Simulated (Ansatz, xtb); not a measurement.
## Isomers of CH9NOSi3 in order of energy

4 gas-phase structures of CH9NOSi3, from a drawn sample of its isomers (lower ones may exist). Each was relaxed with GFN2-xTB; where two conformers were screened, the lower at r2SCAN-D4/def2-SVP is listed:

A. `O=C[Si@@H]([SiH3])N[SiH3]`, a singlet
B. `O=C[SiH2]N([SiH3])[SiH3]`, a singlet
C. `O=C[SiH2]N[SiH2][SiH3]`, a singlet
D. `O=CN([SiH3])[SiH2][SiH3]`, a singlet

Q: Make a reasoned guess at their ranking by r2SCAN-D4/def2-SVP single-point energy.

A: Calculated order at r2SCAN-D4/def2-SVP: D (0.0), B (24.4), C (68.2), A (68.8) kJ/mol. Less than 1 kcal/mol parts C and A, so the order within that pair means little.

Energies above the lowest of each column, in kJ/mol; the last columns are at B3LYP-D3(BJ)/def2-SVP geometries:

```tsv
structure	GFN2-xTB	HF/STO-3G	r2SCAN-D4/def2-SVP	B3LYP-D3(BJ)/def2-SVP	CCSD(T)/def2-SVP + ΔMP2/def2-TZVPP
D	0.0	0.0	0.0	0.0	0.2
B	59.9	15.1	24.4	27.1	0.0
C	156.7	41.1	68.2	72.9	60.7
A	158.9	37.9	68.8	74.2	59.8
```

CCSD(T)/def2-SVP + ΔMP2/def2-TZVPP has B and D within 1 kcal/mol of each other at the bottom, and every level picks one of them. CCSD(T)/def2-SVP + ΔMP2/def2-TZVPP orders those it was run on as B (0.0), D (0.2), A (59.8), C (60.7) kJ/mol. Less than 1 kcal/mol parts B and D; A and C, so the order within those pairs means little. Flexible structures stand in one conformer each, not always the lowest. The ΔMP2 step shifts differences by up to 18.9 kJ/mol, which makes them less sure. ΔMP2 is the change of the MP2 energy from the smaller to the larger basis.

Over these structures GFN2-xTB departs from r2SCAN-D4/def2-SVP by 35.8 kJ/mol on average once a common shift is removed. A GFN2-xTB relaxation took about 1.3 s and the r2SCAN-D4/def2-SVP energy about 6.8 s on a shared host (Ansatz 0.2.0, xtb 6.7.1).
